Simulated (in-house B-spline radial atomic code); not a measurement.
RPA and G0W0 on SCAN: Cu6+

Configuration [Ar] 3d5, highest spin, mean-field start SCAN. Computed with an all-electron radial atomic-structure program (B-spline basis): all electrons, non-relativistic, point nucleus, each spin shell either full or empty, empty states to l = 9 with an (l + 1/2)⁻⁴ tail; G0W0 by contour deformation at full frequency.

Command:
```bash
python run_gw.py task.json out
```
Settings (radii: box in bohr, nucleus in fm):
```
Z                        29
electrons                23
configuration            [Ar] 3d5
hamiltonian              nr
method                   scan,scan
lmax                     9
spin_polarised           True
box_radius               9.29
intervals                49
```

Time taken, with all properties: 1.3 s on 1 thread of AMD EPYC 7R13 Processor, with other jobs on the host.

Energies (hartree):

| term | value |
| --- | --- |
| mean-field total | -1629.31296 |
| Hartree-Fock functional on these orbitals | -1628.12126 |
| direct second order | -1.7416 |
| second-order exchange | 0.5685 |
| SOSEX correction | 0.53058 |

Question: What is the RPA correlation energy, and what remains with SOSEX?

Answer: RPA gives -1.5623 hartree (-1.85 eV per electron); RPA + SOSEX gives -1.0317, and the second-order doubles -1.1731 hartree (no singles). SOSEX takes back 34 % of the RPA value.

Quasi-particle levels (eV):

| level | occupied | mean field | Σx - vxc | Σc | QP weight | G0W0 |
| --- | --- | --- | --- | --- | --- | --- |
| 3d up | yes | -126.58 | -14.80 | ? | ? | ? |
| 3p down | yes | -188.18 | -12.87 | 0.38 | 0.959 | -200.67 |
| 3d down | no | -116.03 | 16.68 | -5.53 | 0.966 | -104.88 |

G0W0 = mean field + (Σx - vxc) + Σc, with Σc (partial-wave tail included) taken at the quasi-particle energy. Only the outer levels were computed. Levels of low weight are left out.

Question: Where does G0W0 put 3d up?

Answer: At -139.76 eV, with Σc = 1.62 eV and a quasi-particle weight of 0.964. The tabulated removal energy is 139 ± 1.2 eV (NIST, semi-empirical); the calculation leaves out relativity, Breit and QED terms, and what these don't explain is the method's own error.
